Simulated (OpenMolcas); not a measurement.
**Fe3+: ligand-field states by method**

Fe3+ with 4 ligands (chloride) in tetrahedral coordination (Td) at 2.25 Å. A charge of +0.25 e stands 3.2 Å behind each ligand. Ligand basis ANO-RCC-VDZP.
```
Fe    0.0000    0.0000    0.0000
Cl    1.2990    1.2990    1.2990
Cl    1.2990   -1.2990   -1.2990
Cl   -1.2990    1.2990   -1.2990
Cl   -1.2990   -1.2990    1.2990
```

- Program: OpenMolcas 26.06
- Basis: ANO-RCC-VTZP [6s5p3d2f1g]
- Scalar Hamiltonian: DKH2, point nucleus
- Active space: 5 electrons in 5 orbitals (3d)
- State averaging: 2S+1 = 6 even, 1 root; 2S+1 = 4 even, 24 roots; 2S+1 = 2 even, 75 roots
- Spin-orbit coupling: state interaction with AMFI integrals over the reference wave functions

I. CASSCF
II. SS-CASPT2, IPEA 0.25 Eh, imaginary shift 0.1 Eh (closed shells correlated: 3s 3p and the ligand valence shells)

Spin-free states (labels of Td) in cm-1, each column counted from its own energy of the first state listed:

| State | Degeneracy | I | II |
| --- | --- | --- | --- |
| 6A1 | 1 | 0 | 0 |
| 4T1 | 3 | 30857 | 17460 |
| 4T2 | 3 | 32372 | 18420 |
| 4E | 2 | 33335 | 20020 |
| 4A1 | 1 | 33354 | 21300 |
| 4T2 | 3 | 39774 | 23140 |
| 4T1 | 3 | 40670 | 29760 |
| 4E | 2 | 41495 | 26250 |
| 2T2 | 3 | 43787 | 20840 |
| 2A2 | 1 | 44692 | 22120 |
| 2T1 | 3 | 45606 | 23840 |
| 2T2 | 3 | 45809 | 22740 |
| 2E | 2 | 46248 | 24020 |
| 2A1 | 1 | 47287 | 26640 |
| 2T2 | 3 | 50210 | 25730 |
| 2E | 2 | 51338 | 26370 |
| 2T1 | 3 | 53237 | 28240 |
| 4T1 | 3 | 54197 | 35010 |
| 2T2 | 3 | 55051 | 32070 |
| 2A2 | 1 | 55129 | 34960 |

From I to II, I's first state of another spin (4T1) moves from 30857 to 17460 cm-1, by about -13000 cm-1.

I: A least-squares ligand-field fit to the states below 45000 cm-1, each weighted by its degeneracy and with a free common offset, gives 10Dq = -4207 cm-1 (negative for this site), B = 1200 cm-1 and C = 4183 cm-1 (C/B = 3.49), with an rms deviation of 196 cm-1. The same method and metal basis give the free ion B = 1296 cm-1 (fit to its terms below 60000 cm-1, rms deviation 21 cm-1), so the nephelauxetic ratio is β = 1200 / 1296 = 0.93; it hangs on how both fits weigh the states, and computed free-ion B values tend to be too large, so β mixes covalency with correlation.

χT at 300 K: I 4.39, II 4.38 cm3 K/mol.

Roots that are degenerate in the reference are averaged as groups; the widest CASPT2 spread within a group is 700 cm-1 (the 2-fold group of multiplicity 2 near 26400 cm-1 above the lowest state of its run, II). Shifts and gaps below about the spread of the groups concerned are not significant. Over all roots computed the reference weight is 0.65 to 0.73 in II; the roots of lowest weight are the least certain, and an intruder state may touch them. Ligand-to-metal charge-transfer states are missing. With no ligand orbital active B as a rule stays too high, so bands that hang on it stand too high and its fall with covalency is understated. Without dynamic correlation the repulsion within the d shell is too large (B by tens of per cent), so at a given field states of lower spin stand too high (holds for I). With metal d orbitals alone and no dynamic correlation the field as a rule comes out too small, by tens of per cent, by up to half for chloride and softer ligands (holds for I). With one d shell and no ligand orbital active, 10Dq can be off by a tenth or more (holds for II). No measured value stands beside these numbers; the geometry is a model, was not optimised and need not be the one that this ion takes.
